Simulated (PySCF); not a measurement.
# From a computed spectrum to the compound

A species of 7 atoms with charge 1 has these harmonic modes (PBE0, small Gaussian bases with core potentials, PySCF 2.14.0):

| cm⁻¹ | km/mol | symmetry |
| --- | --- | --- |
| 41 | 5.7 | a'' |
| 76 | 11.3 | a' |
| 88 | 9.7 | a' |
| 93 | 0.9 | a'' |
| 104 | 1.0 | a' |
| 120 | 1.3 | a'' |
| 411 | 0.0 | a' |
| 422 | 20.2 | a' |
| 426 | 1.0 | a' |
| 430 | 64.8 | a'' |
| 455 | 366.3 | a' |
| 608 | 54.7 | a'' |
| 1630 | 135.1 | a' |
| 3736 | 376.7 | a' |
| 3808 | 306.2 | a'' |

Which species is it, and in which structure?

[HfCl3(H2O)]+ (singlet):
```xyz
7

Hf   -0.0536    0.0533   -0.0533
Cl    1.1977    1.4862    1.2228
Cl   -1.4320   -1.2394    1.2394
Cl    1.1977   -1.2228   -1.4862
O    -1.2978    1.3248   -1.3248
H    -1.6306    2.2141   -1.1052
H    -1.6306    1.1052   -2.2141
```
Ideal gas at 298.15 K and 1 bar: S = 420.2 J/(mol K), Cp = 116.2 J/(mol K), H − H(0 K) = 26.0 kJ/mol (rigid rotor, harmonic modes, spin degeneracy alone; the modes under 60 cm⁻¹ make these uncertain). 
 This is one of several that fit.
